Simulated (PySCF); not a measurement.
**Stretching GeSe⁻**

Set-up: Ge def2-TZVPPD, Se def2-TZVPPD; no relativity (PySCF 2.14). Energies in eV from Ge + Se⁻ in their ground configurations at the same level. State: ²Π (doublet), unpaired electrons π ↑.

| R (Å) | M06-2X | PW91 | PBE | TPSS |
| --- | --- | --- | --- | --- |
| 1.943 | -2.275 | -2.737 | -2.703 | -2.681 |
| 2.033 | -3.014 | -3.446 | -3.417 | -3.378 |
| 2.123 | -3.426 | -3.846 | -3.821 | -3.766 |
| 2.191 | -3.578 | -3.999 | -3.976 | -3.910 |
| 2.259 | -3.631 | -4.059 | -4.037 | -3.962 |
| 2.327 | -3.606 | -4.047 | -4.027 | -3.943 |
| 2.417 | -3.487 | -3.952 | -3.932 | -3.839 |
| 2.530 | -3.242 | -3.746 | -3.727 | -3.623 |
| 2.666 | -2.867 | -3.428 | -3.409 | -3.295 |
| 2.846 | -2.310 | -2.957 | -2.938 | -2.816 |

Problem. Put a parabola through the three lowest points of the M06-2X curve and estimate Re, k and ωe (reduced mass 38.4 u; 1 eV/Å² = 0.16022 mdyn/Å; ωe = 1302.8·√(k/μ) cm⁻¹).

Solution. Through R = 2.191, 2.259, 2.327 Å the second-order coefficient is 8.43 eV/Å², so Re ≈ 2.271 Å, k ≈ 2.70 mdyn/Å and ωe ≈ 346 cm⁻¹. A polynomial fit of higher order to the unrounded M06-2X energies gives Re = 2.269 Å, k = 2.55 mdyn/Å, ωe = 336 cm⁻¹; anharmonicity and rounding make the difference.

The higher-order fit for each curve: M06-2X: Re = 2.269 Å, ωe = 336 cm⁻¹, De = 3.63 eV; PW91: Re = 2.280 Å, ωe = 316 cm⁻¹, De = 4.06 eV; PBE: Re = 2.281 Å, ωe = 316 cm⁻¹, De = 4.04 eV; TPSS: Re = 2.272 Å, ωe = 319 cm⁻¹, De = 3.96 eV.

Spin–orbit coupling is left out. For an ion De counts to the pair picked by the measured ionisation energies or electron affinities, which need not be the lowest pair at this level. The highest Kohn–Sham level is positive in this anion. Much of that is self-interaction error, but it also means that the finite basis helps to hold the extra electron. The state was picked by a PBE0 search and need not be the measured ground state.
